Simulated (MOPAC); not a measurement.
A run for MOPAC: AM1 on C2H4BCl (SMILES C=CBCl), a point of a torsion scan.

```
AM1 1SCF PRECISE CHARGE=0 THREADS=1
C2H4BCl

C     -1.15690737 1     0.09444583 1    -0.13130192 1
C     -0.13456893 1    -0.38973117 1     0.57315723 1
B      1.34762603 1    -0.06200651 1     0.26287437 1
Cl     2.54393362 1    -1.20737167 1     0.63183372 1
H     -1.00287002 1     0.80989418 1    -0.92320056 1
H     -2.17877800 1    -0.20361531 1     0.04464364 1
H     -0.36236942 1    -1.12574660 1     1.33742674 1
H      1.67145259 1     0.92594332 1    -0.28150045 1
```

Output:

```
*******************************************************************************
 **                                                                           **
 **                              MOPAC v23.2.5                                **
 **                                                                           **
 *******************************************************************************
 ** MOPAC's Digital Object Identifier: https://doi.org/10.5281/zenodo.6511958 **
 **                                                                           **
 ** Please cite the open-source release paper for use of this MOPAC version:  **
 ** J. E. Moussa and J. J. P. Stewart (2026)                                  **
 ** MOPAC: An open-source semiempirical molecular orbital program             **
 ** J. Open Source Softw., 11(119), 8025, https://doi.org/10.21105/joss.08025 **
 *******************************************************************************

                              AM1 CALCULATION RESULTS

 *******************************************************************************
 *  AM1        - The AM1 Hamiltonian to be used
 *
 *
 *
 *                 CHARGE ON SYSTEM = 0
 *
 *
 *
 *  PRECISE    - TIGHTER CRITERIA TO BE USED
 *  1SCF       - DO 1 SCF AND THEN STOP
 *  THREADS=1  - MULTI-THREADING NOT USED
 *  T=         - A TIME OF 172800.0 SECONDS REQUESTED
 *  DUMP=N     - RESTART FILE WRITTEN EVERY 7200.0 SECONDS REQUESTED
 *******************************************************************************
AM1 1SCF PRECISE CHARGE=0 THREADS=1
 C2H4BCl

   ATOM   CHEMICAL          X               Y               Z
  NUMBER   SYMBOL      (ANGSTROMS)     (ANGSTROMS)     (ANGSTROMS)

     1       C         -1.15690737  *   0.09444583  *  -0.13130192  *
     2       C         -0.13456893  *  -0.38973117  *   0.57315723  *
     3       B          1.34762603  *  -0.06200651  *   0.26287437  *
     4      Cl          2.54393362  *  -1.20737167  *   0.63183372  *
     5       H         -1.00287002  *   0.80989418  *  -0.92320056  *
     6       H         -2.17877800  *  -0.20361531  *   0.04464364  *
     7       H         -0.36236942  *  -1.12574660  *   1.33742674  *
     8       H          1.67145259  *   0.92594332  *  -0.28150045  *



          CARTESIAN COORDINATES

    NO.       ATOM           X           Y           Z

     1         C         -1.1569      0.0944     -0.1313
     2         C         -0.1346     -0.3897      0.5732
     3         B          1.3476     -0.0620      0.2629
     4        Cl          2.5439     -1.2074      0.6318
     5         H         -1.0029      0.8099     -0.9232
     6         H         -2.1788     -0.2036      0.0446
     7         H         -0.3624     -1.1257      1.3374
     8         H          1.6715      0.9259     -0.2815

  H: (AM1): M.J.S. DEWAR ET AL, J. AM. CHEM. SOC. 107 3902-3909 (1985)
  B: (AM1): M.J.S. DEWAR ET AL, ORGANOMETALLICS, 7, 513-521 (1988)
  C: (AM1): M.J.S. DEWAR ET AL, J. AM. CHEM. SOC. 107 3902-3909 (1985)
 Cl: (AM1): M.J.S. DEWAR AND E. G. ZOEBISCH, THEOCHEM, 180, 1 (1988).

           Empirical Formula: C2 H4 B Cl  =     8 atoms



      MOLECULAR POINT GROUP   :   C1


      RHF CALCULATION, NO. OF DOUBLY OCCUPIED LEVELS = 11


 -------------------------------------------------------------------------------
 AM1 1SCF PRECISE CHARGE=0 THREADS=1
 C2H4BCl



     1SCF WAS SPECIFIED, SO BFGS WAS NOT USED
     SCF FIELD WAS ACHIEVED


                              AM1 CALCULATION
                                                       MOPAC v23.2.5 Linux




          FINAL HEAT OF FORMATION =         -7.34328 KCAL/MOL =     -30.72427 KJ/MOL


          COSMO AREA              =        111.88 SQUARE ANGSTROMS
          COSMO VOLUME            =         96.44 CUBIC ANGSTROMS

          IONIZATION POTENTIAL    =         10.761959 EV
          HOMO LUMO ENERGIES (EV) =        -10.762  0.253
          NO. OF FILLED LEVELS    =         11
          MOLECULAR WEIGHT        =         74.3166         POINT GROUP:  C1

          MOLECULAR DIMENSIONS (Angstroms)

            Atom       Atom       Distance
            H     6   Cl     4     4.86378
            H     8    H     7     3.02128
            H     7    H     5     0.65857


          SCF CALCULATIONS        =          1





   ATOM   CHEMICAL          X               Y               Z
  NUMBER   SYMBOL      (ANGSTROMS)     (ANGSTROMS)     (ANGSTROMS)

     1       C         -1.15690737  *   0.09444583  *  -0.13130192  *
     2       C         -0.13456893  *  -0.38973117  *   0.57315723  *
     3       B          1.34762603  *  -0.06200651  *   0.26287437  *
     4      Cl          2.54393362  *  -1.20737167  *   0.63183372  *
     5       H         -1.00287002  *   0.80989418  *  -0.92320056  *
     6       H         -2.17877800  *  -0.20361531  *   0.04464364  *
     7       H         -0.36236942  *  -1.12574660  *   1.33742674  *
     8       H          1.67145259  *   0.92594332  *  -0.28150045  *

                             CARTESIAN COORDINATES

   1    C       -1.156907370     0.094445830    -0.131301920
   2    C       -0.134568930    -0.389731170     0.573157230
   3    B        1.347626030    -0.062006510     0.262874370
   4   Cl        2.543933620    -1.207371670     0.631833720
   5    H       -1.002870020     0.809894180    -0.923200560
   6    H       -2.178778000    -0.203615310     0.044643640
   7    H       -0.362369420    -1.125746600     1.337426740
   8    H        1.671452590     0.925943320    -0.281500450


           Empirical Formula: C2 H4 B Cl  =     8 atoms



      MOLECULAR POINT GROUP   :   C1


                  EIGENVALUES
 -37.28840 -33.87165 -24.00977 -19.96843 -16.13193 -14.62408 -13.37968 -12.81239
 -12.51852 -10.95558 -10.76196   0.25328   1.38209   2.20152   3.99449   4.33116
   4.46780   5.30763   5.45446   5.68760


              NET ATOMIC CHARGES AND DIPOLE CONTRIBUTIONS

  ATOM NO.   TYPE          CHARGE      No. of ELECS.   s-Pop       p-Pop
    1          C          -0.145744        4.1457     1.24366     2.90209
    2          C          -0.302393        4.3024     1.26268     3.03971
    3          B           0.254178        2.7458     1.21431     1.53152
    4         Cl          -0.138531        7.1385     1.97703     5.16150
    5          H           0.107527        0.8925     0.89247
    6          H           0.112669        0.8873     0.88733
    7          H           0.123109        0.8769     0.87689
    8          H          -0.010815        1.0108     1.01082
 DIPOLE           X         Y         Z       TOTAL
 POINT-CHG.    -1.040     0.822    -0.487     1.412
 HYBRID        -0.344    -0.152     0.091     0.387
 SUM           -1.384     0.670    -0.396     1.588


          ATOMIC ORBITAL ELECTRON POPULATIONS

     Atom    s        px        py        pz
    1  C   1.24366   0.97652   0.95736   0.96822
    2  C   1.26268   1.01137   1.01386   1.01448
    3  B   1.21431   0.65300   0.59709   0.28142
    4 Cl   1.97703   1.62855   1.66103   1.87192
    5  H   0.89247
    6  H   0.88733
    7  H   0.87689
    8  H   1.01082

 **********************
 *                    *
 * JOB ENDED NORMALLY *
 *                    *
 **********************




 == MOPAC DONE ==
```

The run finished.

Cost: about 0.020 core-seconds (a rough figure).
